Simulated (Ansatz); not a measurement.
C4H6Si: structure from calculated spectroscopic constants

These gas-phase data were calculated for one isomer of C4H6Si at B3LYP/def2-SVP (harmonic, unscaled wavenumbers; equilibrium rotational constants with average atomic masses):

```
rotational constants            : 6.091, 2.842, 1.983 GHz
all wavenumbers above 1500 cm⁻¹ : 3469, 3230, 3131, 2233, 2230, 2226, 2194, 1642
```

Candidates:

(1) `C#CC(=C)[SiH3]`, a singlet
(2) `C#C/C=C/[SiH3]`, a singlet
(3) `C#C/C=C\[SiH3]`, a singlet

**Question.** Assign the data to one candidate and say why. Where the bands don't settle it, estimate the moments of inertia from typical bond lengths.

**Answer.** Candidate (1). The rotational constants decide: (2) would give 31.93, 1.413, 1.375 GHz; (3) would give 7.642, 2.39, 1.86 GHz.

The same quantities for all candidates:

```
     rotational constants (GHz)                     wavenumbers above 1500 cm⁻¹  E above the lowest, B3LYP/def2-SVP (kcal/mol)
(1)         6.091, 2.842, 1.983  3469, 3230, 3131, 2233, 2230, 2226, 2194, 1642                                            0.8
(2)         31.93, 1.413, 1.375  3468, 3138, 3122, 2227, 2218, 2213, 2204, 1646                                            0.0
(3)           7.642, 2.39, 1.86  3468, 3151, 3122, 2228, 2223, 2222, 2202, 1632                                            1.0
```

Harmonic stretches to hydrogen usually lie a few per cent above observed fundamentals. Programs: Ansatz 0.2.0.
